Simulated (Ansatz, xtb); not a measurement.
Two structures of ClH3NSi2+

Structure a: a singlet given by its coordinates. Structure b: `[Si]=[NH+][SiH2]Cl`, a singlet. Both are isolated ions in the gas phase, relaxed with B3LYP-D3(BJ)/def2-SVP; the shapes shown needn't be the lowest conformers.

a (Å):

```yaml
atoms:
  - { symbol: Cl, position_ang: [0.4264, 0.1847, 2.3803] }
  - { symbol: N, position_ang: [-1.8355, -0.9833, 0.4466] }
  - { symbol: Si, position_ang: [-0.3650, -1.3477, 1.3361] }
  - { symbol: Si, position_ang: [-2.9518, -1.8260, 1.4244] }
  - { symbol: H, position_ang: [0.6017, -2.2237, 0.6589] }
  - { symbol: H, position_ang: [-1.9730, -0.4073, -0.3861] }
  - { symbol: H, position_ang: [-1.2736, -2.2250, 2.2838] }
```

Close contacts (Å): Cl1–Si3 2.02, N2–Si3 1.76, N2–Si4 1.71, Si3–Si4 2.63, N2–H6 1.02, Si3–H5 1.47, Si3–H7 1.58, Si4–H7 1.93.

b (Å):

```yaml
atoms:
  - { symbol: Cl, position_ang: [1.1332, -1.2637, -1.8320] }
  - { symbol: N, position_ang: [-1.3585, 0.2855, -0.7761] }
  - { symbol: Si, position_ang: [-2.1786, 1.5758, -1.4252] }
  - { symbol: Si, position_ang: [-0.8916, -1.2771, -1.6431] }
  - { symbol: H, position_ang: [-1.0201, 0.3099, 0.1970] }
  - { symbol: H, position_ang: [-1.3782, -2.3643, -0.7752] }
  - { symbol: H, position_ang: [-1.5863, -1.1395, -2.9418] }
```

**Question.** Estimate which is lower in electronic energy at CCSD(T)/def2-TZVP, and by roughly how much.

**Answer.** Too close to call at this level: CCSD(T)/def2-TZVP gives E(b) − E(a) = +0.035 eV.

The same difference at several levels:

| level | geometry | E(b) − E(a) (eV) | departure from the last row (eV) | job, with rough time for the two |
| --- | --- | --- | --- | --- |
| B3LYP-D3(BJ)/def2-SVP | B3LYP-D3(BJ)/def2-SVP | +0.011 | −0.024 | optimisation, 25 s |
| HF/def2-TZVP | B3LYP-D3(BJ)/def2-SVP | −0.184 | −0.219 | part of the CCSD(T) run |
| MP2/def2-TZVP | B3LYP-D3(BJ)/def2-SVP | +0.039 | +0.004 | part of the CCSD(T) run |
| CCSD(T)/def2-TZVP | B3LYP-D3(BJ)/def2-SVP | +0.035 |  | single point, 46 s |

The largest departure from CCSD(T)/def2-TZVP is that of HF/def2-TZVP, 0.219 eV. Levels run at GFN2-xTB geometries aren't shown.

With harmonic frequencies from B3LYP-D3(BJ)/def2-SVP (ideal gas, rigid rotor, one conformer each, 298.15 K, 1 atm): on the last row, ΔE + ΔZPE = +0.019, ΔH = +0.034, ΔG = −0.014 eV.

The correlated steps freeze 16 core orbitals. Codes used: Ansatz 0.2.0; the last row on 2 threads of Arm Neoverse V2 on a shared host.
